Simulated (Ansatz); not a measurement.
A nudged elastic band was laid between two geometries of F$_{2}$GeH$_{2}$ (5 atoms, charge 0, multiplicity 1).

All numbers below come from Ansatz, RKS B3LYP-D4/def2-SVP.

- movable images: 5
- climbing image: yes
- spring: 5.0 eV/Å²
- optimiser: quadratic models (default)
- start path: through a guess of the saddle point
- force threshold: 0.05 eV/Å
- iteration limit: 60
- end points: relaxed

First end point:

```xyz
5
Properties=species:S:1:pos:R:3
Ge 0.294 -0.057 0.112
F 0.328 -0.012 1.847
H 1.737 0.064 -0.390
F -0.559 1.378 -0.368
H -0.546 -1.267 -0.313
```

Last end point:

```xyz
5
Properties=species:S:1:pos:R:3
Ge 0.386 -0.640 -0.802
F 1.123 0.003 1.296
H 0.705 0.797 0.948
F -0.005 1.132 -0.458
H -0.955 -1.185 -0.095
```

(1) What changes between the two ends?

(2) What energy profile does the band end with?

(3) What is the geometry of the highest image?

Answers

(1) Bonds broken: Ge1–H3. Bonds formed: F2–H3. F2GeH2 becomes FGeH + FH.

(2) It converged. The highest image is number 2 of 0 to 6, 2.58 eV above the first end and 1.31 eV above the last; the last end lies 1.26 eV above the first. Neighbouring images differ by up to 1.7 eV, so the band resolves the path poorly. A vibrational analysis at the climbing image gives one clearly imaginary mode, 1302i cm⁻¹: a first-order saddle point. The orbitals stay closed-shell, which can raise the energy where a bond breaks towards radicals; this wasn't checked here.

```
image  path coordinate (Å)  energy (eV)  Ge1–H3 (Å)  F2–H3 (Å)
    0                 0.00         0.00        1.53       2.64
    1                 0.63         0.85        1.52       1.99
    2                 1.26         2.58        1.64       1.30
    3                 1.89         1.66        2.30       0.94
    4                 2.51         1.54        2.78       0.93
    5                 3.13         1.43        2.68       0.93
    6                 3.76         1.26        2.29       0.96
```

(3) 
```xyz
5
Properties=species:S:1:pos:R:3
Ge 0.239 -0.090 -0.339
F 0.941 0.016 1.539
H 1.661 0.071 0.453
F -0.759 1.338 -0.465
H -0.827 -1.228 -0.300
```

Time of the run: 71 s on 2 threads of Arm Neoverse V1, with other jobs on the host, peak memory 0.14 GiB.
